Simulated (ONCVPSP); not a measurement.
An all-electron radial function and its pseudo partner (Li)

Columns: radius, all-electron u(r) and pseudo u(r) of the 2s shell (level -4.08 eV) of lithium in the configuration [He] 2s0.75; LDA (Perdew-Wang 92), scalar-relativistic, ONCV scheme, ONCVPSP 4.0.1.

```
r (bohr)  all-electron  pseudo
   0.145       -0.1619  0.0293
   0.290       -0.2027  0.0578
   0.435       -0.1804  0.0857
   0.580       -0.1264  0.1136
   0.725       -0.0577  0.1427
   0.870        0.0158  0.1734
   1.015        0.0886  0.2056
   1.160        0.1575  0.2381
   1.305        0.2208  0.2699
   1.450        0.2779  0.3004
   1.595        0.3284  0.3305
   1.740        0.3725  0.3611
   1.885        0.4103  0.3929
   2.030        0.4423  0.4252
   2.175        0.4687  0.4560
   2.320        0.4900  0.4827
   2.465        0.5063  0.5033
   2.610        0.5183  0.5175
   2.755        0.5261  0.5261
   2.900        0.5303  0.5303
   3.045        0.5312  0.5312
   3.190        0.5292  0.5292
   3.335        0.5246  0.5246
   3.480        0.5177  0.5177
   3.625        0.5089  0.5089
   3.770        0.4984  0.4984
```

Q: How many radial nodes do the two functions have?

A: The all-electron 2s function has n − l − 1 = 1; the pseudo-wave has 0, since the states of the same l below it are removed with the core.

Q: At about which radius was the pseudo-wave matched?

A: 2.90 bohr, where the columns begin to agree (steps of 0.14 bohr).

Q: Is the pseudo-wave norm-conserving?

A: Yes: the ONCV scheme keeps the norm inside the radius equal to the all-electron one, which fixes the energy derivative of the logarithmic derivative at the level.
